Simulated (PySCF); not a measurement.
How methods differ on the ionisation energy of Si(3+)

Si(3+) [Ne] 3s1 (2S) → Si(4+) [Ne] (1S), as a difference of total energies. All numbers are calculated (PySCF 2.14, the non-relativistic Hamiltonian (point nucleus), in an uncontracted even-tempered set (18 s from 0.054 bohr⁻², ratio 2.5; 13 p from 0.071 bohr⁻², ratio 2.5; 6 d from 0.47 bohr⁻², ratio 2.7; 5 f from 0.71 bohr⁻², ratio 2.7)). Correlated levels: outer shells: 1s2 frozen; virtual orbitals above 40 to 60 times the deepest correlated orbital energy dropped. The calculations carry no spin-orbit coupling.

```csv
method,ionisation energy (eV),error (eV)
UHF,44.642,-0.500
LDA,45.543,+0.401
PBE,45.574,+0.432
PBE0,45.406,+0.264
r2SCAN,45.006,-0.136
PW91,45.640,+0.498
r2SCANh,45.020,-0.122
MP2 (outer shells),45.018,-0.124
SCS-MP2 (outer shells),44.944,-0.198
```

Reference: 45.142 eV (measured; NIST Atomic Spectra Database, ionization energies).
